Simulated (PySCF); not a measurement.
## How methods differ on the excitation energy of Bi⁺

Bi⁺ [Xe] 4f14 5d10 6s2 6p2 (3P) → Bi⁺ [Xe] 4f14 5d10 6s1 6p2 7s1 (5P), as a difference of total energies. Calculation: PySCF 2.14, in aug-cc-pwCVTZ-DK3; the spin-free X2C one-electron Hamiltonian (Gaussian nucleus). Correlated levels: valence: [Xe] 4f14 5d10 frozen. The calculations carry no spin-orbit coupling.

```tsv
method	excitation energy (eV)
UHF	15.044
MP2 (valence)	15.758
SCS-MP2 (valence)	16.066
CCSD (valence)	15.874
CCSD(T) (valence)	15.894
```

How much does correlation contribute at CCSD(T) (valence)?

15.894 − (15.044) = 0.850 eV, measured against UHF.

Spin-orbit coupling is strong in these open shells (close to jj coupling). The scalar numbers leave it out and a first-order estimate fails, so it can dominate the gap to the real levels.

The promoted electron is Rydberg-like, and one or two diffuse shells describe it only roughly, which tends to raise the upper state.
